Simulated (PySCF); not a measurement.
(OH)3Sn-O-SiH3.
Geometry (PBE0-D3(BJ)/def2-SVP, Å), atoms numbered from 1 in this order:
```
atom  x, y, z in Å
Sn1    0.8996    0.5469    0.1315
O2     2.4652   -0.5385   -0.3413
O3     1.2090    2.3810   -0.4957
O4     0.6105    0.3464    2.0594
O5    -0.7606   -0.0250   -0.7307
Si6   -1.9683   -1.1059   -0.3566
H7     2.8965   -0.2023   -1.1370
H8     0.3877    2.7743   -0.8181
H9     1.4131    0.0559    2.5105
H10   -2.9240   -0.5225    0.6330
H11   -2.7052   -1.4213   -1.6155
H12   -1.4080   -2.3716    0.2114
```

Computed with PySCF, PBE0-D3(BJ)/def2-SVP geometry optimisation, gas phase, def2 core potentials past Kr.

Take the most abundant isotopes and a rigid rotor. The values belong to one conformer.

Task: What are A, B and C (GHz)?

Result: Ia = 186.89, Ib = 476.92, Ic = 492.25 u·Å²; 505379 MHz·u·Å²/I gives 2704, 1060 and 1027 MHz, that is A = 2.7042, B = 1.0597, C = 1.0267 GHz.

Task: Classify the top.

Result: A near-prolate asymmetric top. Ray's parameter κ = (2B − A − C)/(A − C) = -0.961; −1 is the prolate and +1 the oblate limit.

Task: Is it planar, by Δ = Ic − Ia − Ib?

Result: Not planar: Δ = Ic − Ia − Ib = -171.56 u·Å². For a rigid frame Δ = −2 Σ m c², so Σ m c² = 85.78 u·Å² lies off the ab plane: 9.72 from hydrogen and 76.06 from heavier atoms. The atom farthest from that plane is 2.14 Å away.

Task: Give the other two planar moments, Paa and Pbb, and the rms extents of the mass along the axes.

Result: Paa = Σ m a² = (Ib + Ic − Ia)/2 = 391.14 and Pbb = Σ m b² = (Ia + Ic − Ib)/2 = 101.11 u·Å². With the mass M = 217.91 u, the rms extents √(P/M) along a, b and c are 1.34, 0.68, 0.63 Å.

Task: Which lines would a microwave search look for?

Result: The dipole components are |μa| = 0.75 D, |μb| = 0.51 D, |μc| = 0.44 D. Intensities carry the squares of the components, which stand as 1.00 : 0.47 : 0.34 (a : b : c). Some lines, for components of 0.1 D or more:

```csv
type,branch,"J(Ka,Kc)",MHz,lower level (cm⁻¹)
b,Q,"3(1,2) ← 3(0,3)",1762,0.417
b,R,"5(2,3) ← 4(3,2)",2141,1.195
b,Q,"2(2,0) ← 2(1,1)",4934,0.266
b,Q,"2(2,1) ← 2(1,2)",5033,0.263
b,Q,"4(2,3) ← 4(1,4)",5149,0.746
b,R,"3(1,3) ← 2(0,2)",7821,0.209
b,Q,"5(3,3) ← 5(2,4)",8310,1.265
c,R,"2(2,1) ← 1(1,1)",9172,0.124
c,R,"4(1,3) ← 3(0,3)",10173,0.417
a,R,"5(0,5) ← 4(0,4)",10422,0.696
b,R,"3(2,2) ← 2(1,1)",11193,0.266
c,R,"3(2,2) ← 2(1,2)",11292,0.263
c,Q,"4(4,1) ← 4(3,1)",11626,1.195
b,R,"5(2,4) ← 4(1,3)",15250,0.757
c,R,"4(3,2) ← 3(2,2)",16652,0.639
b,R,"5(3,3) ← 4(2,2)",18733,0.918
c,R,"5(3,2) ← 4(2,2)",18733,0.918
b,R,"5(5,0) ← 4(4,1)",25381,1.582
```

PBE0-D3(BJ)/def2-SVP frequencies: not computed here. Constants of a rigid frame at the computed geometry: no zero-point averaging, no centrifugal distortion. A rigid rotor knows nothing of internal rotation, which can split or shift real lines.
